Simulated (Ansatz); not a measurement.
`[F][GeH2][AlH2]` + HI → `[F][GeH2][I]` + `[AlH3]` at 298.15 K and 1 bar (cleavage of the Ge–Al bond).

Calculated with Ansatz (gas phase, PBE0-D4/def2-TZVP geometries, no zero-point term in ΔE). CBS: MP2 limit from def2 TZ/QZ plus the TZ coupled-cluster correction, frozen cores. This one scheme is used for every species. def2 core potentials past Kr. For Ge, I outer-core shells are correlated without core-valence functions, which leaves a few kJ/mol of doubt a bond. Scalar relativity is left out up to krypton.

```csv
species,CCSD(T)/CBS energy (Eh),H − E (kJ/mol),S (J/(mol·K))
`[F][GeH2][AlH2]`,-2420.33314,100.0,329.6
HI,-298.03592,22.7,206.5
`[F][GeH2][I]`,-2474.61172,64.0,315.1
`[AlH3]`,-243.78045,58.9,207.5
```

H − E and S are ideal-gas, rigid-rotor, harmonic terms from PBE0-D4/def2-TZVP. 1 Eh = 2625.50 kJ/mol, R = 8.31446 J/(mol·K).

By hand: ΔE, ΔH, ΔS and ΔG.

ΔE = (-2474.61172) + (-243.78045) − (-2420.33314) − (-298.03592) = -0.02311 Eh = -60.7 kJ/mol. Δ(H − E) = 64.0 + 58.9 − 100.0 − 22.7 = 0.2, so ΔH = -60.5 kJ/mol. ΔS = 315.1 + 207.5 − 329.6 − 206.5 = -13.5 J/(mol·K). ΔG = -60.5 − 298.15 × (-13.5)/1000 = -56.5 kJ/mol.

By hand: the equilibrium constant, and the temperature at which ΔG would vanish if ΔH and ΔS stayed fixed.

log₁₀ K = −ΔG/(RT ln 10) = 9.9. ΔG = 0 at ΔH/ΔS = 4481 K, far beyond where these terms or the molecules hold.

The number of gas molecules stays the same, so ΔS is small and ΔH decides. A doubt of 5 kJ/mol in ΔE shifts log₁₀ K by 0.9 here. These are equilibria of isolated gas molecules and say nothing of rates. Largest T1 diagnostic: 0.012 (customary marks: 0.02 for closed shells, 0.045 for open ones).
